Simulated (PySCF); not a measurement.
# Working out the ionisation energy of Pb

Pb [Xe] 4f14 5d10 6s2 6p2 (3P) → Pb⁺ [Xe] 4f14 5d10 6s2 6p1 (2P). Computed with PySCF 2.14 in aug-cc-pVDZ-PP with ECP60MDF, with scalar relativity through the core potential. Frozen: 5s2 5p6 5d10. Energies in hartree (1 hartree = 27.21139 eV):

```json
{"part": "UHF", "Pb (lower)": "-191.832827", "Pb⁺ (upper)": "-191.591223"}
{"part": "CCSD correlation", "Pb (lower)": "-0.040318", "Pb⁺ (upper)": "-0.031723"}
{"part": "(T)", "Pb (lower)": "-0.000488", "Pb⁺ (upper)": "-0.000226"}
```

What does Hartree-Fock give?

(-191.591223) − (-191.832827) = 0.241604 hartree = 6.574 eV.

What do CCSD and CCSD(T) give?

The CCSD correlation energies differ by 0.008595 hartree = 0.234 eV and the triples by 0.000262 hartree = 0.007 eV, so CCSD gives 6.808 eV and CCSD(T) 6.815 eV.

Reference: 7.417 eV (measured; NIST Atomic Spectra Database, ionization energies), between the lowest levels; spin-orbit coupling is absent from the calculation.

A double-zeta basis recovers only part of the correlation energy.

What remains against the reference includes basis incompleteness, the frozen core and higher excitations.
